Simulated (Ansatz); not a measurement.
CH8Si3 (`[SiH3]C1[SiH2][SiH2]1`). Total charge 0; spin multiplicity 1.

```tsv
atom	x (Å)	y (Å)	z (Å)
Si1	1.688	-0.369	0.121
C2	-0.024	-0.505	-0.585
Si3	-1.108	0.957	-0.457
Si4	-1.350	-1.286	0.635
H5	2.120	-1.652	0.741
H6	2.683	-0.021	-0.931
H7	1.703	0.684	1.171
H8	-0.053	-0.981	-1.566
H9	-1.843	1.382	-1.671
H10	-0.678	2.085	0.393
H11	-0.826	-0.494	1.835
H12	-2.311	0.199	0.315
```

Problem. List the harmonic frequencies (cm⁻¹, unscaled) at PBE0-D4/def2-TZVP in Ansatz. (Best estimate.)

Solution. The calculation gave: 101, 161, 184, 286, 353, 483, 542, 578, 636, 649, 676, 732, 833, 874, 883, 924, 932, 950, 963, 972, 1082, 1205, 1650, 2011, 2205, 2209, 2224, 2251, 2282, 3126.

Problem. Is this a minimum?

Solution. Yes, all 30 modes are real.

Problem. Give the ideal-gas thermochemistry at 298.15 K and 1 bar (rigid rotor, harmonic oscillator; point group C1, symmetry number 1).

Solution. Zero-point energy 197.1 kJ/mol; H(298) − E = 218.3 kJ/mol; entropy 344.4 J/(mol·K), of which translation 166.8, rotation 113.9, vibration 63.7; G(298) − E = 115.6 kJ/mol.
